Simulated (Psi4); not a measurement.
arsenic trifluoride (AsF$_{3}$), singlet, geometry from GFN2-xTB; M06-2X/def2-SV(P) (Psi4).

Input for Psi4:
```
memory 2 GB

molecule {
0 1
F 
As 1 1.720098
F  2 1.720098 1 92.842653
F  2 1.720098 3 92.842653 1 -92.991118
}

set basis def2-sv(p)

energy('m06-2x')
print_variables()
```

Output, abridged:

```
   => Loading Basis Set <=

    Name: DEF2-SV(P)
    Role: ORBITAL
    Keyword: BASIS

         ---------------------------------------------------------
                                   SCF
               by Justin Turney, Rob Parrish, Andy Simmonett
                          and Daniel G. A. Smith
                              RKS Reference
         ---------------------------------------------------------

  ==> Geometry <==

    Molecular point group: cs
    Full point group: C1

    Geometry (in Angstrom), charge = 0, multiplicity = 1:

       Center              X                  Y                   Z               Mass
    ------------   -----------------  -----------------  -----------------  -----------------
         F            0.852069555603     0.279513691381    -1.246088019759    18.998403162730
         AS          -0.332831310374     0.234661551799     0.000000000000    74.921594570000
         F           -0.391594457718    -1.484432402038     0.000000000000    18.998403162730
         F            0.852069555603     0.279513691381     1.246088019759    18.998403162730

  Running in cs symmetry.

  Rotational constants: A =      0.19209  B =      0.19209  C =      0.14286 [cm^-1]
  Rotational constants: A =   5758.81826  B =   5758.81821  C =   4282.94670 [MHz]
  Nuclear repulsion =  325.707987427105024

  Charge       = 0
  Multiplicity = 1
  Electrons    = 60
  Nalpha       = 30
  Nbeta        = 30

  ==> Algorithm <==

  SCF Algorithm Type is DF.
  DIIS enabled.
  MOM disabled.
  Fractional occupation disabled.
  Guess Type is SAD.
  Energy threshold   = 1.00e-06
  Density threshold  = 1.00e-06
  Integral threshold = 1.00e-12

  ==> Primary Basis <==

  Basis Set: DEF2-SV(P)
    Blend: DEF2-SV(P)
    Number of shells: 30
    Number of basis functions: 74
    Number of Cartesian functions: 80
    Spherical Harmonics?: true
    Max angular momentum: 2

  ==> DFT Potential <==

   => LibXC <=

    Version 7.1.2
    S. Lehtola, C. Steigemann, M. J. T. Oliveira, and M. A. L. Marques,  SoftwareX 7, 1–5 (2018) (10.1016/j.softx.2017.11.002)

   => Composite Functional: M06-2X <=

    Hybrid M06-2X Meta-GGA XC Functional  (10.1007/s00214-007-0310-x)
    Y. Zhao and D. G. Truhlar,  Theor. Chem. Acc., 120, 215, 2008

    Deriv               =              1
    GGA                 =           TRUE
    Meta                =           TRUE

    Exchange Hybrid     =           TRUE
    MP2 Hybrid          =          FALSE

   => Exchange Functionals <=

    1.0000   XC_HYB_MGGA_X_M06_2X

   => Exact (HF) Exchange <=

    0.5400               HF

   => Correlation Functionals <=

    1.0000   XC_MGGA_C_M06_2X

   => LibXC Density Thresholds  <==

    XC_MGGA_C_M06_2X:  1.00E-12
    XC_HYB_MGGA_X_M06_2X:  1.00E-15

   => Molecular Quadrature <=

    Radial Scheme          =       TREUTLER
    Pruning Scheme         =           NONE
    Nuclear Scheme         =       TREUTLER

    Blocking Scheme        =         OCTREE
    BS radius alpha        =              1
    Pruning alpha          =              1
    Radial Points          =             75
    Spherical Points       =            302
    Total Points           =          87020
    Total Blocks           =            701
    Max Points             =            256
    Max Functions          =             71
    Weights Tolerance      =       1.00E-15

   => Loading Basis Set <=

    Name: (DEF2-SV(P) AUX)
    Role: JKFIT
    Keyword: DF_BASIS_SCF

  ==> Integral Setup <==

  SCF_SUBTYPE=INCORE selected. In-core MEM_DF algorithm will be used.
  Using in-core AOs.

  ==> MemDFJK: Density-Fitted J/K Matrices <==

    J tasked:                   Yes
    K tasked:                   Yes
    wK tasked:                   No
    Algorithm:                 Core
    Schwarz Cutoff:           1E-12
    Mask sparsity (%):       0.8035
    Fitting Condition:        1E-10

   => Auxiliary Basis Set <=

  Basis Set: (DEF2-SV(P) AUX)
    Blend: DEF2-UNIVERSAL-JKFIT
    Number of shells: 135
    Number of basis functions: 497
    Number of Cartesian functions: 650
    Spherical Harmonics?: true
    Max angular momentum: 5

  Minimum eigenvalue in the overlap matrix is 3.6828753360E-02.
  Reciprocal condition number of the overlap matrix is 1.1559737907E-02.
    Using symmetric orthogonalization.

  ==> Pre-Iterations <==

  SCF Guess: Superposition of Atomic Densities via on-the-fly atomic UHF (no occupation information).

   -------------------------
    Irrep   Nso     Nmo
   -------------------------
     A'        46      46
     A"        28      28
   -------------------------
    Total      74      74
   -------------------------

  ==> Iterations <==

                           Total Energy        Delta E     RMS |[F,P]|

   @DF-RKS iter SAD: -2531.01557368978501   -2.53102e+03   0.00000e+00
   @DF-RKS iter   1: -2534.16844076333018   -3.15287e+00   3.77088e-02 DIIS/ADIIS
   @DF-RKS iter   2: -2534.45336431194892   -2.84924e-01   3.22935e-02 DIIS/ADIIS
   @DF-RKS iter   3: -2534.86480201289805   -4.11438e-01   2.16385e-03 DIIS/ADIIS
   @DF-RKS iter   4: -2534.86699548435172   -2.19347e-03   9.38591e-04 DIIS/ADIIS
   @DF-RKS iter   5: -2534.86780931857948   -8.13834e-04   7.91746e-05 DIIS
   @DF-RKS iter   6: -2534.86781561312546   -6.29455e-06   1.39418e-05 DIIS
   @DF-RKS iter   7: -2534.86781585861308   -2.45488e-07   1.36856e-06 DIIS
   @DF-RKS iter   8: -2534.86781586359939   -4.98630e-09   1.74996e-07 DIIS
  Energy and wave function converged.

  ==> Post-Iterations <==

   Electrons on quadrature grid:
      Ntotal   =   60.0000182138 ; deviation = 1.821e-05

    Orbital Energies [Eh]
    ---------------------

    Doubly Occupied:

       1Ap  -428.267466     2Ap   -54.711083     3Ap   -49.019993
       1App  -49.019991     4Ap   -49.018448     5Ap   -25.256367
       6Ap   -25.255895     2App  -25.255832     7Ap    -7.418449
       8Ap    -5.471316     3App   -5.471312     9Ap    -5.464205
      10Ap    -1.978421     4App   -1.978418    11Ap    -1.971414
       5App   -1.971413    12Ap    -1.967678    13Ap    -1.345156
      14Ap    -1.296830     6App   -1.296687    15Ap    -0.740239
      16Ap    -0.600533     7App   -0.600526    17Ap    -0.580534
      18Ap    -0.541336     8App   -0.541259    19Ap    -0.509266
       9App   -0.509187    10App   -0.502664    20Ap    -0.414198

    Virtual:

      21Ap     0.002634    11App    0.002655    22Ap     0.132598
      23Ap     0.225915    24Ap     0.434681    12App    0.436977
      25Ap     0.436984    13App    0.503441    26Ap     0.503444
      27Ap     0.533696    14App    0.725751    28Ap     0.725772
      15App    1.233885    29Ap     1.233900    30Ap     1.244942
      16App    1.271773    31Ap     1.271810    17App    1.331944
      32Ap     1.384315    18App    1.429140    33Ap     1.429212
      34Ap     1.712651    19App    1.713120    35Ap     1.879973
      36Ap     2.711465    20App    2.711509    37Ap     2.750004
      38Ap     2.762402    21App    2.762417    22App    3.097566
      23App    3.119651    39Ap     3.119743    24App    3.137353
      40Ap     3.137418    41Ap     3.138312    25App    3.139054
      26App    3.183677    42Ap     3.183739    43Ap     3.325592
      27App    3.351576    44Ap     3.351650    45Ap     3.459667
      28App    3.559275    46Ap     3.559287

    Final Occupation by Irrep:
             Ap   App
    DOCC [    20,   10 ]
    NA   [    20,   10 ]
    NB   [    20,   10 ]

  @DF-RKS Final Energy: -2534.86781586359939

   => Energetics <=

    Nuclear Repulsion Energy =            325.7079874271050244
    One-Electron Energy =               -4179.9567861108680518
    Two-Electron Energy =                1373.6065176413644622
    DFT Exchange-Correlation Energy =     -54.2255348212006183
    Empirical Dispersion Energy =           0.0000000000000000
    VV10 Nonlocal Energy =                  0.0000000000000000
    Total Energy =                      -2534.8678158635993896

Computation Completed

Properties will be evaluated at   0.000000,   0.000000,   0.000000 [a0]

Properties computed using the SCF density matrix

 Multipole Moments:

 ------------------------------------------------------------------------------------
     Multipole            Electronic (a.u.)      Nuclear  (a.u.)        Total (a.u.)
 ------------------------------------------------------------------------------------

 L = 1.  Multiply by 2.5417464519 to convert [e a0] to [Debye]
 Dipole X            :         -2.5189121            1.5674686           -0.9514435
 Dipole Y            :          1.7758401           -1.1051382            0.6707019
 Dipole Z            :          0.0000000            0.0000000            0.0000000
 Magnitude           :                                                    1.1640815

 ------------------------------------------------------------------------------------

  Variable Map:
  ----------------------------------------------------------------------------
  "CURRENT ENERGY"              =>   -2534.867815863599
  "CURRENT REFERENCE ENERGY"    =>   -2534.867815863599
  "DD SOLVATION ENERGY"         =>       0.000000000000
  "DFT FUNCTIONAL TOTAL ENERGY" =>   -2534.867815863599
  "DFT TOTAL ENERGY"            =>   -2534.867815863599
  "DFT VV10 ENERGY"             =>       0.000000000000
  "DFT XC ENERGY"               =>     -54.225534821201
  "GRID ELECTRONS ALPHA"        =>      30.000009106892
  "GRID ELECTRONS BETA"         =>      30.000009106892
  "GRID ELECTRONS TOTAL"        =>      60.000018213783
  "NUCLEAR REPULSION ENERGY"    =>     325.707987427105
  "ONE-ELECTRON ENERGY"         =>   -4179.956786110868
  "PCM POLARIZATION ENERGY"     =>       0.000000000000
  "PE ENERGY"                   =>       0.000000000000
  "SCF ITERATION ENERGY"        =>   -2534.867815863599
  "SCF ITERATIONS"              =>       8.000000000000
  "SCF TOTAL ENERGY"            =>   -2534.867815863599
  "TWO-ELECTRON ENERGY"         =>    1373.606517641364
  "XC GRID RADIAL POINTS"       =>      75.000000000000
  "XC GRID SPHERICAL POINTS"    =>     302.000000000000
  "XC GRID TOTAL POINTS"        =>   87020.000000000000

  Array Variable Map:
  ----------------------------------------------------------------------------
  "CURRENT DIPOLE"              =>      -0.951443503736 ... 0.000000000000 1 by 3
  "SCF DIPOLE"                  =>      -0.951443503736 ... 0.000000000000 1 by 3
  "SCF TOTAL ENERGIES"          =>   -2531.015573689785 ... -2534.867815863599 1 by 9
```
